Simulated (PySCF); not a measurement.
Radial density of Ir- (iridium, charge -1)

UHF, [Xe] 4f14 5d8 6s2, high-spin 3F determinant. All numbers are calculated (PySCF 2.14, scalar relativity through the core potential, in def2-TZVPPD with the def2 core potential (60 electrons)). This is the valence pseudo-density: the core potential removes the inner electrons and smooths the orbitals near the nucleus.

```tsv
r (bohr)	4πr²ρ (e/bohr)	4πr²(ρα − ρβ)
0.139	2.255e-05	0.0000
0.234	0.0009315	0.0001
0.394	0.1072	0.0056
0.662	5.461	0.2186
1.11	13.94	1.3082
1.87	5.221	1.0108
3.15	1.364	0.1584
5.30	0.2516	-0.0264
8.91	0.003292	-0.0006
```

Energies and moments cover only the electrons outside the core potential. Spin-orbit coupling, absent here, splits the open shell strongly. The outer electron is barely bound at this level, so radii and moments hang on the diffuse functions.

**Question.** Where is the radial spin density 4πr²(ρα − ρβ) most negative, and why is it negative at all?

**Answer.** Around r = 5.30 bohr, down to -0.0264 e/bohr: exchange with the open shell polarises the paired shells in an unrestricted calculation.
